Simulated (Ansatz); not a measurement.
AlH8NSi2 (`[AlH2][N]([SiH3])[SiH3]`), 12 atoms. The species carries charge 0 and has multiplicity 1. All runs use 4 threads of an Intel Xeon 6975P-C on a shared host. Correlated methods freeze the cores.

Question: How many basis functions does each run have, and how long does it take in Ansatz? RKS ωB97M-V/def2-SVP energy; RKS B2PLYP (frozen core)/def2-TZVPP energy; RHF-CCSD(T)/def2-TZVPP energy; RKS PBE0-D4/def2-TZVP relaxation (8 steps); RKS ωB97M-V/def2-TZVPP energy and forces; RKS ωB97M-V/def2-QZVPP energy; RKS PBE0-D4/def2-QZVPP energy; RHF-MP2/def2-QZVPP energy; direct RPA on PBE orbitals/def2-TZVPP energy; RKS PBE0-D4/def2-SVP energy; RHF-CCSD(T)/def2-SVP energy; RKS CAM-B3LYP-D4/def2-TZVPP energy. (Best estimate.)

Answer: Ansatz gave: Other jobs shared the machine, so times are rough.

```json
{"level": "RKS PBE0-D4/def2-SVP", "job": "energy", "functions": "108", "wall time": "0.7 s", "peak host memory (GiB)": "0.23"}
{"level": "RHF-CCSD(T)/def2-SVP", "job": "energy", "functions": "108", "wall time": "1.9 s", "peak host memory (GiB)": "0.44"}
{"level": "RKS ωB97M-V/def2-SVP", "job": "energy", "functions": "108", "wall time": "2.1 s", "peak host memory (GiB)": "0.39"}
{"level": "RKS CAM-B3LYP-D4/def2-TZVPP", "job": "energy", "functions": "269", "wall time": "2.6 s", "peak host memory (GiB)": "0.85"}
{"level": "direct RPA on PBE orbitals/def2-TZVPP", "job": "energy", "functions": "269", "wall time": "3 s", "peak host memory (GiB)": "0.68"}
{"level": "RKS B2PLYP (frozen core)/def2-TZVPP", "job": "energy", "functions": "269", "wall time": "3.5 s", "peak host memory (GiB)": "0.74"}
{"level": "RKS PBE0-D4/def2-QZVPP", "job": "energy", "functions": "507", "wall time": "6 s", "peak host memory (GiB)": "2.2"}
{"level": "RKS ωB97M-V/def2-TZVPP", "job": "energy and forces", "functions": "269", "wall time": "7 s", "peak host memory (GiB)": "1.1"}
{"level": "RKS ωB97M-V/def2-QZVPP", "job": "energy", "functions": "507", "wall time": "12 s", "peak host memory (GiB)": "2.6"}
{"level": "RHF-MP2/def2-QZVPP", "job": "energy", "functions": "507", "wall time": "14 s", "peak host memory (GiB)": "3.4"}
{"level": "RKS PBE0-D4/def2-TZVP", "job": "relaxation (8 steps)", "functions": "190", "wall time": "16 s", "peak host memory (GiB)": "0.54"}
{"level": "RHF-CCSD(T)/def2-TZVPP", "job": "energy", "functions": "269", "wall time": "30 s", "peak host memory (GiB)": "6.9"}
```
